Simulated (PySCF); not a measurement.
NMR data simulated for an unnamed compound:

1H NMR (400 MHz, computed): δ 7.16 (m, 2H), 7.08 (m, 2H), 5.22 (s, 6H).

13C{1H} NMR (computed): δ 151.1 (C), 126.9 (CH), 122.8 (CH).

Theory: geometry: GFN2-xTB, PBE0/pcSseg-1 with gauge-including orbitals, in PySCF 2.14 (single conformer, gas phase, equivalent nuclei averaged, relativity neglected).

Shifts are taken against calculated references (same method and geometry level): 1H and 13C against TMS.

Problem. Which of these does the molecule contain: a tert-butyl group, a benzene ring, a Si–H bond, a nitrile, a Si–CH3 group?

Solution. 
- A tert-butyl group: no.
- A benzene ring: yes.
- A Si–H bond: yes (δH 5.22 (s)).
- A nitrile: no.
- A Si–CH3 group: no.

The data belong to SMILES [SiH3]Oc1ccccc1O[SiH3], C$_{6}$H$_{10}$O$_{2}$Si$_{2}$; they needn't prove each group on their own.

Carbon signals by region: 3 in the sp2 and nitrile region (100–160 ppm).

Shifts are as computed. Against solution values, carbons near 30 ppm lie about +3 ppm off and those near 130 ppm about +5 ppm. Of 1211 compounds with measured shifts, 218 miss one by over three times the rms of a fit or turn the order of signals round; such compounds aren't used in these exercises. Multiplicities follow the n + 1 count of equivalent neighbours, as no J values were calculated; m marks all less simple cases, F and P coupling included.
